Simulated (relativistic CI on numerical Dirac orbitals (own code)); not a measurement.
# Hf³⁸⁺: q coefficients and field-shift factors

Calculated at this level of theory: Dirac-Coulomb-Breit CI, separate exchange-only KLI orbitals for each configuration, derivatives by finite differences, unscaled Slater integrals, QED left out (own radial code, finite nucleus).

Configuration list (outside the closed core [Ar] 3d10): 4s2 4p4, 4s 4p5, 4s2 4p3 4d, 4p6, 4s 4p4 4d, 4s2 4p3 4f. Double excitations out of closed p, d and f shells are left out; levels of such configurations are missing from the list, as are those of other unlisted configurations, and high levels can miss mixing partners.

With x = (α/α₀)² − 1 an excitation energy changes as ω = ω₀ + qx; K = 2q/ω₀ is the relative enhancement. Terms are leading LS components, so labels can repeat. The field-shift factor is F = δν/δ⟨r²⟩ for the transition from the lowest level.

Lowest level 4s2 4p4 3P_2.

```tsv
Level	ω₀ (cm⁻¹)	q (cm⁻¹)	K	F (GHz/fm²)
4s2 4p4 1S_0	78468	4846	0.124	-1.49
4s2 4p4 3P_1	636693	782800	2.46	-98
4s2 4p4 1D_2	673367	781100	2.32	-97.9
4s2 4p3 4d 3F°_2	1192256	56830	0.0953	-9.12
4s2 4p3 4d 5D°_1	1211577	90740	0.15	-68.2
4s2 4p3 4d 3P°_0	1217817	49990	0.0821	15.5
4s2 4p3 4d 3F°_3	1223141	53930	0.0882	16.3
4s 4p5 3P°_2	1322521	436900	0.661	-559
4s2 4p4 3P_0	1342683	1.562e+06	2.33	-205
4s2 4p3 4d 3F°_4	1344219	187300	0.279	19.3
4s2 4p3 4d 3D°_3	1458691	214400	0.294	14
4s2 4p3 4d 3P°_1	1466597	367800	0.502	-334
4s 4p5 3P°_2	1488676	652900	0.877	-952
```

At this charge energies of transitions that change n are usually good to better than 1 %, and those within a shell (Δn = 0) to a few per cent.
